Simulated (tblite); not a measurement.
Species: C7H17OP.
Numbering: `[CH3:1][CH2:2][C:3]([CH3:4])([CH3:5])[P:6]([CH3:7])[CH2:8][OH:9]` (hydrogens: H10, H11, H12 on C1; H13, H14 on C2; H15, H16, H17 on C4; H18, H19, H20 on C5; H21, H22, H23 on C7; H24, H25 on C8; H26 on O9)

Computed with GFN2-xTB (tblite), gas phase: L-BFGS steps from a force-field or distance-geometry start until the largest atomic force falls under 0.01 eV/Å.

Step 170: E = -822.6386 eV
```
atom  x, y, z in Å  |  force x, y, z in eV/Å
C1     -2.4146    0.7943   -0.8640    0.020  -0.010  -0.011
C2     -1.7846    0.1968    0.3880    0.003  -0.012   0.004
C3     -0.4131   -0.4719    0.1835    0.013  -0.002  -0.008
C4      0.0858   -0.9556    1.5453    0.005  -0.002  -0.009
C5     -0.5284   -1.6743   -0.7563   -0.003  -0.003  -0.002
P6      0.7409    0.7581   -0.6977   -0.027   0.003  -0.001
C7      0.9575    2.0619    0.5990    0.004   0.013  -0.004
C8      2.4361   -0.0261   -0.4695   -0.020   0.020   0.016
O9      2.6191   -1.2021   -1.2160   -0.012  -0.002  -0.001
H10    -3.3334    1.3172   -0.6042    0.013  -0.006  -0.003
H11    -1.7356    1.5040   -1.3345    0.000   0.008   0.010
H12    -2.6583    0.0218   -1.5879    0.004  -0.012  -0.005
H13    -2.4645   -0.5544    0.8002   -0.016   0.001   0.012
H14    -1.6829    0.9832    1.1407   -0.001  -0.007  -0.002
H15     1.0214   -1.5012    1.4509   -0.001   0.008   0.002
H16     0.2197   -0.1309    2.2429    0.004  -0.014  -0.011
H17    -0.6509   -1.6360    1.9736    0.018   0.012  -0.007
H18    -0.7975   -1.3569   -1.7625   -0.020  -0.005   0.011
H19     0.4242   -2.1982   -0.8102   -0.014  -0.004   0.003
H20    -1.2849   -2.3690   -0.3933    0.000  -0.003  -0.019
H21     1.3913    1.6653    1.5154    0.000   0.006  -0.006
H22    -0.0064    2.5182    0.8121    0.009   0.021  -0.003
H23     1.6150    2.8308    0.1957    0.020   0.004   0.007
H24     2.6255   -0.2854    0.5751    0.012  -0.004  -0.006
H25     3.1672    0.7442   -0.7709   -0.011  -0.009   0.027
H26     2.4302   -1.0111   -2.1420    0.000   0.000   0.004
```

Step 171: E = -822.6390 eV
```
atom  x, y, z in Å  |  force x, y, z in eV/Å
C1     -2.4087    0.7997   -0.8610    0.014  -0.004  -0.009
C2     -1.7821    0.1945    0.3892    0.001  -0.016   0.004
C3     -0.4117   -0.4752    0.1827    0.013   0.009  -0.008
C4      0.0908   -0.9598    1.5426    0.004   0.002  -0.006
C5     -0.5310   -1.6764   -0.7580   -0.007  -0.001  -0.003
P6      0.7391    0.7554   -0.6996    0.000   0.005  -0.010
C7      0.9500    2.0649    0.5925    0.014   0.010  -0.017
C8      2.4352   -0.0255   -0.4639   -0.038   0.032  -0.001
O9      2.6190   -1.2032   -1.2071    0.000  -0.023   0.020
H10    -3.3287    1.3196   -0.6000    0.006  -0.009  -0.005
H11    -1.7302    1.5146   -1.3246    0.003   0.002   0.014
H12    -2.6486    0.0323   -1.5918    0.004  -0.008   0.004
H13    -2.4637   -0.5579    0.7962   -0.021   0.001   0.011
H14    -1.6805    0.9762    1.1467   -0.002  -0.005  -0.004
H15     1.0220   -1.5119    1.4452   -0.002   0.001  -0.003
H16     0.2352   -0.1345    2.2375    0.000  -0.009  -0.008
H17    -0.6488   -1.6330    1.9763    0.015   0.005  -0.003
H18    -0.8054   -1.3580   -1.7622   -0.017  -0.001   0.003
H19     0.4208   -2.2005   -0.8172   -0.008  -0.008   0.005
H20    -1.2864   -2.3701   -0.3924   -0.005  -0.017  -0.013
H21     1.3863    1.6739    1.5095    0.001   0.000   0.008
H22    -0.0157    2.5170    0.8038    0.001   0.031   0.000
H23     1.6048    2.8344    0.1858    0.013   0.006   0.007
H24     2.6207   -0.2813    0.5817    0.017  -0.012   0.006
H25     3.1670    0.7439   -0.7647   -0.007  -0.002   0.020
H26     2.4293   -1.0163   -2.1334   -0.003   0.011  -0.014
```

Step 172: E = -822.6395 eV
```
atom  x, y, z in Å  |  force x, y, z in eV/Å
C1     -2.4027    0.8068   -0.8548    0.004   0.001  -0.001
C2     -1.7783    0.1923    0.3919    0.001  -0.017   0.006
C3     -0.4096   -0.4792    0.1801    0.004   0.011  -0.004
C4      0.0981   -0.9660    1.5373    0.000   0.006  -0.011
C5     -0.5355   -1.6782   -0.7625   -0.009   0.004   0.002
P6      0.7379    0.7514   -0.7035    0.026   0.010  -0.017
C7      0.9391    2.0688    0.5820    0.017   0.006  -0.021
C8      2.4349   -0.0239   -0.4554   -0.044   0.026  -0.014
O9      2.6208   -1.2072   -1.1899    0.007  -0.021   0.038
H10    -3.3240    1.3230   -0.5910    0.003  -0.013  -0.010
H11    -1.7253    1.5273   -1.3107    0.012   0.007   0.011
H12    -2.6388    0.0456   -1.5932   -0.002  -0.009   0.006
H13    -2.4622   -0.5606    0.7939   -0.023  -0.007   0.011
H14    -1.6752    0.9685    1.1548    0.000  -0.001  -0.004
H15     1.0242   -1.5252    1.4359    0.007  -0.011  -0.016
H16     0.2544   -0.1415    2.2296   -0.005   0.007   0.003
H17    -0.6440   -1.6319    1.9766    0.003  -0.008   0.006
H18    -0.8165   -1.3578   -1.7638   -0.013   0.005  -0.008
H19     0.4152   -2.2029   -0.8289    0.000  -0.015   0.007
H20    -1.2899   -2.3713   -0.3943   -0.006  -0.027  -0.005
H21     1.3724    1.6842    1.5029    0.001  -0.003   0.016
H22    -0.0286    2.5195    0.7861    0.001   0.036   0.001
H23     1.5949    2.8368    0.1742    0.010   0.010   0.005
H24     2.6168   -0.2716    0.5928    0.017  -0.014   0.002
H25     3.1675    0.7435   -0.7588   -0.006  -0.002   0.014
H26     2.4332   -1.0277   -2.1179   -0.004   0.018  -0.018
```

Q: Estimate the geometry and energy of step 173. (The exact step hangs on the optimiser's Hessian estimate; all steps are aligned on step 172, rigid shifts and turns removed.)

A: E = -822.6400 eV, largest force 0.051 eV/Å
```
atom  x, y, z in Å  |  force x, y, z in eV/Å
C1     -2.3940    0.8221   -0.8411    0.002  -0.003   0.003
C2     -1.7719    0.1884    0.3976   -0.005  -0.010   0.004
C3     -0.4066   -0.4864    0.1747   -0.008   0.011   0.001
C4      0.1104   -0.9785    1.5266    0.003   0.007  -0.005
C5     -0.5439   -1.6815   -0.7715   -0.008   0.007   0.006
P6      0.7376    0.7435   -0.7123    0.048   0.016  -0.009
C7      0.9187    2.0755    0.5616    0.011   0.001  -0.011
C8      2.4365   -0.0197   -0.4408   -0.035  -0.003  -0.019
O9      2.6275   -1.2176   -1.1530    0.001   0.020   0.035
H10    -3.3176    1.3313   -0.5706    0.005  -0.018  -0.018
H11    -1.7177    1.5527   -1.2831    0.009   0.001   0.014
H12    -2.6246    0.0725   -1.5936   -0.005   0.004   0.020
H13    -2.4596   -0.5661    0.7903   -0.019  -0.009   0.007
H14    -1.6654    0.9541    1.1711    0.003  -0.007  -0.012
H15     1.0280   -1.5505    1.4166   -0.003  -0.012  -0.028
H16     0.2875   -0.1553    2.2158   -0.014   0.004  -0.001
H17    -0.6363   -1.6326    1.9756    0.005  -0.010   0.008
H18    -0.8344   -1.3574   -1.7687   -0.009   0.012  -0.012
H19     0.4050   -2.2077   -0.8491    0.002  -0.018   0.010
H20    -1.2967   -2.3743   -0.3998   -0.004  -0.032   0.005
H21     1.3409    1.7024    1.4929   -0.009   0.001   0.003
H22    -0.0531    2.5262    0.7479    0.017   0.031  -0.001
H23     1.5784    2.8404    0.1545    0.011   0.011   0.002
H24     2.6148   -0.2475    0.6135    0.010  -0.010  -0.029
H25     3.1686    0.7438   -0.7555   -0.010  -0.012   0.013
H26     2.4467   -1.0549   -2.0862    0.002   0.017   0.014
```

The energy changes by -0.0005 eV. The first-order estimate −F·Δx gives -0.0008 eV and the mean of the old and new forces, exact on a quadratic surface, -0.0005 eV. The step makes an angle of 87° with the force vector and moves no atom by more than 0.046 Å.

The cost below is that of the whole relaxation. Hardware: an Arm Neoverse V2 with one thread (shared host). Cost: 1.7 s.
